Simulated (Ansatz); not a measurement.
CH4AlO, SMILES `[CH3][Al-][OH]` (lower singlet; C–Al–O–H torsion 0°) (charge -1, multiplicity 1). This singlet lies 1.26 eV below the relaxed triplet at the level frozen-core CCSD(T)/aug-cc-pVTZ // PBE0-D3(BJ)/def2-TZVPD (Ansatz, a quantum-chemistry and plane-wave program).

Z-matrix (Å, degrees):
```
C
H 1 1.0973
H 1 1.1029 2 107.58
H 1 1.1029 2 107.59 3 -115.08
Al 1 2.0611 2 114.19 3 122.45
O 5 1.7856 1 99.60 2 179.85
H 6 0.9619 5 113.93 1 -0.01
```
Charge -1, spin multiplicity 1.

Frozen-core energies in aug-cc-pVDZ from Ansatz at a geometry from PBE0-D3(BJ)/def2-TZVPD; the HF reference has <S^2> = 0.00 (restricted, and unstable towards unrestricted orbitals) and the T1 diagnostic is 0.018.

| level | energy (Ha) |
|---|---|
| HF | -357.02144 |
| MP2 | -357.46290 |
| CCSD | -357.49399 |

Q: Estimate the energies of CCSD(T), CCSDT and CCSDT(Q), and give each level's difference from CCSDT(Q).

A: 
```tsv
level	energy (Ha)	difference from CCSDT(Q) (mHa)
MP2	-357.46290	49.11
CCSD	-357.49399	18.02
CCSD(T)	-357.50983	2.18
CCSDT	-357.51082	1.20
CCSDT(Q)	-357.51202	0.00
```
